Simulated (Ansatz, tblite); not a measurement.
Cost and result up the ladder for the cluster Cu₂H⁺ (the lowest singlet isomer of a short search) (3 atoms). Charge 1, multiplicity 1. Geometry: PBE-D4/def2-TZVP.

```
atom   x (Å)   y (Å)   z (Å)
 Cu1  -0.269   0.999   0.709
 Cu2  -0.231  -0.672  -1.033
  H3   0.500  -0.327   0.325
```

Ansatz on 4 threads of Arm Neoverse N1 on a shared host; xTB runs through tblite on one thread. Times are rough, summed over both states, and most runs start from the orbitals of an earlier one. CCSD(T)/def2-TZVPP serves as the yardstick here, not as an exact answer. The other state is a triplet at its own geometry, which has other bonds, so the gap mixes isomer and spin.

The xTB rows come from tblite. HSE06 is defined as in plane-wave codes, on full-range PBE exchange. Correlated methods freeze 18 core orbitals. The structure comes from a short search, and lower isomers may exist.

Run but left out: HF/STO-3G (triplet: ⟨S²⟩ 4.16, where a pure state has 2.00).

Second-order perturbation terms are unreliable where d shells bring near-degenerate states, and here PBE-QIDH/def2-TZVP, MP2/def2-TZVP lie more than 0.4 eV from the median of the functionals without such a term.

Correlated methods converge slowly with the basis.

xTB has no spin-polarisation term.

```csv
level,functions,triplet − singlet (eV),difference from CCSD(T)/def2-TZVPP (eV)
PBE-QIDH/def2-TZVP,96,3.28,0.12
B97M-V/def2-TZVP,96,2.29,-0.87
GFN2-xTB,19,5.52,2.36
MP2/def2-TZVP,96,4.11,0.96
r2SCAN0-D4/def2-TZVP,96,2.76,-0.40
CCSD(T)/def2-TZVPP,142,3.16,0.00
PBE0-D4/def2-TZVP (with forces),96,2.88,-0.27
HSE06-D4/def2-TZVP,96,2.86,-0.30
r2SCANh-D4/def2-TZVP,96,2.66,-0.50
GFN1-xTB,20,2.82,-0.33
RPA@PBE/def2-TZVP,96,2.13,-1.02
PBE-D4/def2-TZVP,96,2.41,-0.75
r2SCAN-D4/def2-TZVP,96,2.47,-0.69
```

(1) Estimate how long each takes.

## Answers

(1) GFN1-xTB 0.006 s; GFN2-xTB 0.017 s; MP2/def2-TZVP 2.6 s; PBE-D4/def2-TZVP 3 s; RPA@PBE/def2-TZVP 4.5 s; HSE06-D4/def2-TZVP 6.6 s; PBE-QIDH/def2-TZVP 7.9 s; r2SCAN-D4/def2-TZVP 8.1 s; r2SCAN0-D4/def2-TZVP 11 s; B97M-V/def2-TZVP 12 s; r2SCANh-D4/def2-TZVP 14 s; PBE0-D4/def2-TZVP (with forces) 15 s; CCSD(T)/def2-TZVPP 31 s. On shared hardware such times vary by a factor of up to 3.
